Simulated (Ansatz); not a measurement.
Reaction (ligand exchange at the Si–Se bond): `CC[Se][SiH2]C` + `OCO` → `C[SiH2]OCO` + `CC[SeH]`

Gas-phase electronic energies from Ansatz, PBE0-D4/def2-TZVP geometries. CCSD(T)/CBS adds triple-zeta CCSD(T) − MP2 to the extrapolated MP2 energy (def2 sets, frozen cores). This one scheme is used for every species. DFT in def2-TZVPP. For Se outer-core shells are correlated without core-valence functions, which leaves a few kJ/mol of doubt a bond. Scalar relativity is left out up to krypton. Each species was taken in one conformer, which may not be the lowest.

| level | ΔE (kJ/mol) |
| --- | --- |
| r2SCAN | -26.8 |
| PBE0 | -19.7 |
| HF/CBS(def2) | -47.0 |
| MP2/CBS(def2) | -20.3 |

(1) What does CCSD(T)/CBS give? (An estimate is asked.)

Largest T1 diagnostic among the species: 0.011.

## Answers

(1) Ansatz gave: -24.4 kJ/mol. The listed levels differ from it by -2.4, 4.7, -22.6, 4.1 kJ/mol.

The D4 term adds +5.5 kJ/mol with B3LYP and +3.1 kJ/mol with PBE0; it sums over pairs of atoms, weighted by their polarisabilities, and B3LYP, whose exchange is more repulsive, gets the larger term. In def2-TZVPP, CCSD(T) changes the Hartree–Fock value by +16.0 kJ/mol (the triples alone add +3.0 kJ/mol) and MP2 by +20.2 kJ/mol.

B3LYP here is the variant with VWN-RPA as its local correlation; programs differ in this.
